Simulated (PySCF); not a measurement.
C₆H₇N, charge -1, doublet, at a GFN2-xTB geometry (a state made from the parent by changing its charge; the spin is typed, not shown lowest) (a gas-phase anion, which may not be bound at this level); CASSCF(7,5)/STO-3G run with PySCF.

Here is a job for PySCF.
```python
from pyscf import gto, scf, mcscf
import numpy

mol = gto.Mole()
mol.atom = '''
    N     2.30410382   -0.38067175    0.32482320
    C     0.90243619   -0.14326808    0.11475574
    C     0.35525689    1.05310369    0.53926537
    C    -1.07478493    1.26622713    0.38272783
    C    -1.83903784    0.27585071   -0.19939572
    C    -1.29119500   -0.91287867   -0.63595786
    C     0.13851148   -1.12937886   -0.48099889
    H     2.67126006   -1.00214438   -0.38932552
    H     2.81983262    0.49388269    0.31003537
    H     0.97354829    1.82118219    0.99543783
    H    -1.51471043    2.19978486    0.72130530
    H    -2.91338117    0.43891608   -0.31998051
    H    -1.90059772   -1.68584424   -1.09514380
    H     0.58820089   -2.05901047   -0.81846986
'''
mol.basis = 'sto-3g'
mol.charge = -1
mol.spin = 1
mol.verbose = 4
mol.build()

mf = scf.ROHF(mol)
mf.kernel()
mc = mcscf.CASSCF(mf, 5, 7)
mc.fix_spin_(ss=0.75)
mc.kernel()
occ = numpy.linalg.eigvalsh(mc.fcisolver.make_rdm1(mc.ci, mc.ncas, mc.nelecas))[::-1]
ss = mc.fcisolver.spin_square(mc.ci, mc.ncas, mc.nelecas)[0]
print('natural occupations', occ.round(4), ' <S^2>', round(ss, 4))
```

Question: Predict the main parts of the log of this PySCF run.

Answer: 
```
PySCF version 2.14.0

[INPUT] verbose = 4
[INPUT] num. atoms = 14
[INPUT] num. electrons = 51
[INPUT] charge = -1
[INPUT] spin (= nelec alpha-beta = 2S) = 1
[INPUT] symmetry False subgroup None
[INPUT] Mole.unit = angstrom
[INPUT] Symbol           X                Y                Z      unit          X                Y                Z       unit  Magmom
[...]
nuclear repulsion = 269.666596999943
number of shells = 28
number of NR pGTOs = 126
number of NR cGTOs = 42
basis = sto-3g
ecp = {}

******** <class 'pyscf.scf.rohf.ROHF'> ********
method = ROHF
initial guess = minao
damping factor = 0
level_shift factor = 0
DIIS = <class 'pyscf.scf.diis.CDIIS'>
diis_start_cycle = 1
diis_space = 8
diis_damp = 0
SCF conv_tol = 1e-09
SCF conv_tol_grad = None
SCF max_cycles = 50
direct_scf = True
direct_scf_tol = 1e-13
num. doubly occ = 25  num. singly occ = 1
Set gradient conv threshold to 3.16228e-05
init E= -284.202515580923
[...]
cycle= 1 E= -281.89692123885  delta_E= 2.31  |g|= 0.458  |ddm|=  3.7
[...]
cycle= 2 E= -281.975214018735  delta_E= -0.0783  |g|= 0.0924  |ddm|= 0.565
[...]
cycle= 3 E= -281.978669452753  delta_E= -0.00346  |g|= 0.0298  |ddm|= 0.118
[...]
cycle= 4 E= -281.979013463994  delta_E= -0.000344  |g|= 0.00644  |ddm|= 0.0394
[...]
cycle= 5 E= -281.979034670791  delta_E= -2.12e-05  |g|= 0.00148  |ddm|= 0.00936
[...]
cycle= 6 E= -281.979036369445  delta_E= -1.7e-06  |g|= 0.000272  |ddm|= 0.00342
[...]
cycle= 7 E= -281.979036416819  delta_E= -4.74e-08  |g|= 6.09e-05  |ddm|= 0.000523
[...]
cycle= 8 E= -281.97903641943  delta_E= -2.61e-09  |g|= 1.48e-05  |ddm|= 0.000107
[...]
cycle= 9 E= -281.979036419569  delta_E= -1.39e-10  |g|= 3.47e-06  |ddm|= 2.61e-05
[...]
Extra cycle  E= -281.97903641958  delta_E= -1.11e-11  |g|= 1.92e-06  |ddm|= 6.58e-06
converged SCF energy = -281.97903641958

******** <class 'pyscf.mcscf.mc1step.CASSCF'> ********
CAS (4e+3e, 5o), ncore = 22, nvir = 15
max_cycle_macro = 50
max_cycle_micro = 4
conv_tol = 1e-07
conv_tol_grad = None
orbital rotation max_stepsize = 0.02
orbital rotation threshold for CI restart = 0.01
augmented hessian ah_max_cycle = 30
augmented hessian ah_conv_tol = 1e-12
augmented hessian ah_linear dependence = 1e-14
augmented hessian ah_level shift = 1e-08
augmented hessian ah_start_tol = 2.5
augmented hessian ah_start_cycle = 3
augmented hessian ah_grad_trust_region = 3
kf_trust_region = 3
kf_interval = 4
ci_response_space = 4
ci_grad_trust_region = 3
with_dep4 0
natorb = False
canonicalization = True
sorting_mo_energy = False
ao2mo_level = 2
internal_rotation = False
******** <class 'pyscf.fci.addons.SpinPenaltyFCISolver'> ********
max. cycles = 50
conv_tol = 1e-08
davidson only = True
linear dependence = 1e-12
level shift = 0.001
max iter space = 12
nroots = 1
pspace_size = 400
spin = None
CASCI E = -282.002241372328  S^2 = 0.7500000
Set conv_tol_grad to 0.000316228
macro iter   1 ( 21 JK    4 micro), CASSCF E = -282.013342860005  dE = -1.11014877e-02  S^2 = 0.7500000
               |grad[o]|=0.0146  |grad[c]|=0.0282  |ddm|=0.0495  |maxRot[o]|=0.298
macro iter   2 ( 21 JK    4 micro), CASSCF E = -282.023725488441  dE = -1.03826284e-02  S^2 = 0.7500000
               |grad[o]|=0.027  |grad[c]|=0.0256  |ddm|=0.0367  |maxRot[o]|=0.281
macro iter   3 ( 21 JK    4 micro), CASSCF E = -282.024558125739  dE = -8.32637298e-04  S^2 = 0.7500000
               |grad[o]|=0.0154  |grad[c]|=0.0026  |ddm|=0.00713  |maxRot[o]|=0.0695
macro iter   4 ( 21 JK    4 micro), CASSCF E = -282.024524319282  dE =  3.38064579e-05  S^2 = 0.7500000
               |grad[o]|=0.00608  |grad[c]|=0.00183  |ddm|=0.00219  |maxRot[o]|=0.0735
macro iter   5 ( 21 JK    4 micro), CASSCF E = -282.024677316815  dE = -1.52997533e-04  S^2 = 0.7500000
               |grad[o]|=0.00296  |grad[c]|=0.00493  |ddm|=0.00125  |maxRot[o]|=0.0867
macro iter   6 ( 21 JK    4 micro), CASSCF E = -282.024758677605  dE = -8.13607903e-05  S^2 = 0.7500000
               |grad[o]|=0.00214  |grad[c]|=0.0138  |ddm|=0.00104  |maxRot[o]|=0.125
macro iter   7 ( 17 JK    4 micro), CASSCF E = -282.024861334805  dE = -1.02657199e-04  S^2 = 0.7500000
               |grad[o]|=0.00174  |grad[c]|=0.00335  |ddm|=0.00063  |maxRot[o]|=0.0517
macro iter   8 (  7 JK    2 micro), CASSCF E = -282.024938004648  dE = -7.66698430e-05  S^2 = 0.7500000
               |grad[o]|=0.00121  |grad[c]|=0.00122  |ddm|=0.000685  |maxRot[o]|=0.0601
macro iter   9 (  7 JK    2 micro), CASSCF E = -282.025009107404  dE = -7.11027561e-05  S^2 = 0.7500000
               |grad[o]|=0.000939  |grad[c]|=0.00262  |ddm|=0.000429  |maxRot[o]|=0.0648
macro iter  10 (  7 JK    2 micro), CASSCF E = -282.025060531938  dE = -5.14245338e-05  S^2 = 0.7500000
               |grad[o]|=0.000694  |grad[c]|=0.00381  |ddm|=0.000326  |maxRot[o]|=0.0673
macro iter  11 (  6 JK    2 micro), CASSCF E = -282.025081092260  dE = -2.05603225e-05  S^2 = 0.7500000
               |grad[o]|=0.000454  |grad[c]|=0.00256  |ddm|=0.000304  |maxRot[o]|=0.049
macro iter  12 (  5 JK    2 micro), CASSCF E = -282.025085951859  dE = -4.85959896e-06  S^2 = 0.7500000
               |grad[o]|=0.000249  |grad[c]|=0.00104  |ddm|=0.000183  |maxRot[o]|=0.0296
macro iter  13 (  3 JK    1 micro), CASSCF E = -282.025086287707  dE = -3.35847687e-07  S^2 = 0.7500000
               |grad[o]|=0.000107  |grad[c]|=0.000129  |ddm|=6.3e-05  |maxRot[o]|=0.00985
macro iter  14 (  1 JK    1 micro), CASSCF E = -282.025086287759  dE = -5.20685717e-11  S^2 = 0.7500000
               |grad[o]|=1.66e-05  |grad[c]|=5.75e-06  |ddm|=1.02e-05  |maxRot[o]|=    0
1-step CASSCF converged in  14 macro (179 JK  40 micro) steps
CASSCF canonicalization
Density matrix diagonal elements [1.96962961 1.94675312 1.97671267 1.00630405 0.10060056]
CASSCF energy = -282.025086287759
CASCI E = -282.025086287759  E(CI) = -6.30819362174628  S^2 = 0.7500000
natural occupations [1.9987 1.9816 1.9182 1.0014 0.1002]  <S^2> 0.75
```
